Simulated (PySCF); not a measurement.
NbO3, SMILES [O]=[Nb](=[O])=[O] (connectivity only; charge and spin as stated), neutral, multiplicity 2.

Coordinates come from a PBE0-D3(BJ)/def2-TZVP optimisation. The multiplicity is an assumed one; other spin states were not compared. The def2 effective core potentials stand for the cores of Nb; spin–orbit coupling is left out.

These are TDA-LC-ωPBE/def2-SVPD in PySCF values and carry that method's errors.

Vertical excitations. 

List the lowest excited states. (An estimate is asked for; the answer gives what the named calculation found.)


```
state    energy (eV)  λ (nm)      f                                                                    main pairs
-------  -----------  ------  -----  ----------------------------------------------------------------------------
root 1          0.65    1902  0.000                                        β HOMO−1→LUMO 53 %, β HOMO−4→LUMO 40 %
root 2          1.27     975  0.000                    β HOMO−2→LUMO 44 %, β HOMO−6→LUMO 34 %, β HOMO−7→LUMO 12 %
root 3          3.03     409  0.001                                                              β HOMO→LUMO 93 %
root 4          3.53     351  0.000                                          α HOMO→LUMO 19 %, β HOMO→LUMO+1 69 %
root 5          3.70     335  0.003                                          α HOMO→LUMO 69 %, β HOMO→LUMO+1 19 %
root 6          3.94     314  0.004                                      α HOMO−1→LUMO 10 %, β HOMO−1→LUMO+1 68 %
root 7          4.06     306  0.002                    β HOMO−4→LUMO 39 %, β HOMO−1→LUMO 29 %, β HOMO−2→LUMO 16 %
root 8          4.25     292  0.001                                      α HOMO−2→LUMO 17 %, β HOMO−2→LUMO+1 54 %
root 9          4.28     290  0.002  β HOMO−6→LUMO 30 %, β HOMO−2→LUMO 29 %, β HOMO−7→LUMO 7 %, β HOMO−1→LUMO 7 %
root 10         4.42     280  0.003                                      α HOMO−1→LUMO 68 %, β HOMO−1→LUMO+1 14 %
```
Unrestricted roots are not spin-pure.
